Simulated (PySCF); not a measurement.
CH8N2O2Si, SMILES CN[Si](N)(O)O. Atoms are numbered in the order given.

```xyz
14

C      2.3422     0.1085     0.5947
N      1.0691     0.7550     0.3435
Si    -0.3917    -0.0137    -0.1056
N     -1.3332     1.2157    -0.8606
O     -1.3634    -0.6924     1.0783
O      0.0601    -1.3498    -0.9919
H      2.6079     0.0645     1.6690
H      2.2993    -0.9237     0.2183
H      3.1726     0.6133     0.0678
H      1.0347     1.7405     0.5809
H     -0.9242     1.7583    -1.6153
H     -2.3214     1.0533    -1.0284
H     -1.7228    -0.0779     1.7278
H     -0.4419    -2.1456    -0.7810
```
Charge 0, spin multiplicity 1.

Coordinates come from a B3LYP-D3(BJ)/def2-SVP optimisation. This is a generated structure with no PubChem entry under its InChIKey; it may be hypothetical. One conformer was computed; it need not be the lowest.

The numbers are results of PySCF with TDDFT-CAM-B3LYP/def2-SVPD, not measurements.

Vertical excitations. Isolated molecule, no solvent.

Question: Give excitation energies, oscillator strengths and character. (An estimate is asked for; the answer gives what the named calculation found.)

Answer: 
```tsv
state	energy (eV)	λ (nm)	f	main pairs
S1	6.05	205	0.008	HOMO→LUMO 80 %
S2	6.72	184	0.042	HOMO−1→LUMO 80 %
S3	7.11	174	0.020	HOMO→LUMO+1 55 %, HOMO→LUMO 13 %, HOMO→LUMO+2 12 %
S4	7.41	167	0.012	HOMO→LUMO+1 28 %, HOMO→LUMO+3 26 %, HOMO→LUMO+4 24 %, HOMO→LUMO+2 14 %
S5	7.70	161	0.039	HOMO→LUMO+2 41 %, HOMO→LUMO+3 38 %
S6	7.92	156	0.026	HOMO−2→LUMO 32 %, HOMO−1→LUMO+3 18 %, HOMO−1→LUMO+1 9 %, HOMO→LUMO+2 8 %
S7	8.07	154	0.015	HOMO−2→LUMO 33 %, HOMO→LUMO+4 17 %, HOMO−1→LUMO+3 12 %, HOMO→LUMO+3 9 %
S8	8.17	152	0.020	HOMO→LUMO+4 32 %, HOMO−1→LUMO+3 19 %, HOMO→LUMO+3 8 %, HOMO→LUMO+2 7 %
S9	8.28	150	0.054	HOMO−3→LUMO 29 %, HOMO−1→LUMO+2 25 %, HOMO−1→LUMO+3 17 %, HOMO−1→LUMO+1 7 %
S10	8.35	148	0.000	HOMO−1→LUMO+5 23 %, HOMO−1→LUMO+1 20 %, HOMO−1→LUMO+2 19 %, HOMO−1→LUMO+4 11 %
T1	5.84	212	0	HOMO→LUMO 74 %
T2	6.40	194	0	HOMO−1→LUMO 72 %, HOMO−1→LUMO+3 11 %
T3	6.97	178	0	HOMO→LUMO+1 52 %, HOMO→LUMO+3 13 %, HOMO→LUMO 12 %
T4	7.21	172	0	HOMO→LUMO+4 30 %, HOMO→LUMO+3 29 %, HOMO→LUMO+1 27 %
```
Triplets are in the Tamm–Dancoff approximation, which puts them higher than full response would, so one can lie above its singlet here.
